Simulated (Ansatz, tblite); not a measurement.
M(PH3)Cl with several metals: vertical triplet (eV) at several levels, gas phase, relaxed structures; Ansatz, xTB through tblite. Core potentials for Ag, Au in the def2 sets, no spin–orbit coupling. xTB has no spin-polarisation term. Names give formal oxidation states. The structures are stationary points that may keep the symmetry of their start. Remarks come from the PBE and PBE0 runs and from stability tests at other levels; not every state was tested. HOMO above LUMO (over both spins in singlets and doublets, within one spin in higher multiplets; at PBE or PBE0), or a gap under 0.15 eV within one spin, warns that the state may not be the lowest or that an electron is smeared out.

```csv
species,state,geometry,GFN1-xTB,GFN2-xTB,PBE-D4/def2-TZVP,r2SCAN-D4/def2-TZVP,PBE0-D4/def2-TZVP,remarks
Au(PH3)Cl (PH3AuCl),singlet,PBE-D4/def2-TZVP,4.75,5.12,5.28,5.42,5.54,gap within one spin near zero at PBE or PBE0 (triplet)
Cu(PH3)Cl (CuPH3Cl),singlet,PBE-D4/def2-TZVP,4.98,4.62,4.87,4.80,4.84,–
Ag(PH3)Cl (AgPH3Cl),singlet,PBE0-D4/def2-TZVP,4.62,4.51,5.01,5.13,5.33,gap within one spin near zero at PBE or PBE0 (triplet)
```

Over the 3 species that have every level, the mean is 4.78 at GFN1-xTB, 4.75 at GFN2-xTB, 5.05 at PBE-D4/def2-TZVP, 5.11 at r2SCAN-D4/def2-TZVP, 5.24 at PBE0-D4/def2-TZVP.
